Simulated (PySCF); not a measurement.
# Cu⁺: interval between two levels

Cu⁺ [Ar] 3d10 → Cu⁺ [Ar] 3d9 4s1 [3D3, M_J = 3], as a difference of total energies. Computed with PySCF 2.14 in x2c-SVPall-2c with one added diffuse shell each of s, d type (6s5p4d1f, 48 functions), with the two-component X2C-1e Hamiltonian. Correlated levels: [Ne] frozen; the 6 highest virtual spinors dropped. "Screened" scales the spin-orbit matrix elements by Boettger's factors to mimic the two-electron term; Breit and QED terms are absent.

| method | interval between two levels (cm⁻¹) |
| --- | --- |
| GHF (spin-free) | 8977.9 |
| GMP2 (spin-free) | 29521 |
| GHF (screened spin-orbit) | 8122.2 |
| GMP2 (screened spin-orbit) | 28668 |

Errors of the correlated levels include the incompleteness of this basis and the frozen core.

The labels give the starting determinants; with spin-orbit coupling the two ends relaxed to ⟨J²⟩ = 0.00, ⟨L²⟩ = 0.00, ⟨S²⟩ = 0.00 and ⟨J²⟩ = 12.01, ⟨L²⟩ = 6.01, ⟨S²⟩ = 2.00.

**Question.** Which method comes closest to the reference value, and which is furthest?

**Answer.** The reference is 21929 cm⁻¹ (measured; NIST Handbook of Basic Atomic Spectroscopic Data (Sansonetti and Martin, J. Phys. Chem. Ref. Data 34, 1559 (2005))). Closest: GMP2 (screened spin-orbit) (error 6739.5 cm⁻¹); furthest: GHF (screened spin-orbit) (error -13807 cm⁻¹).
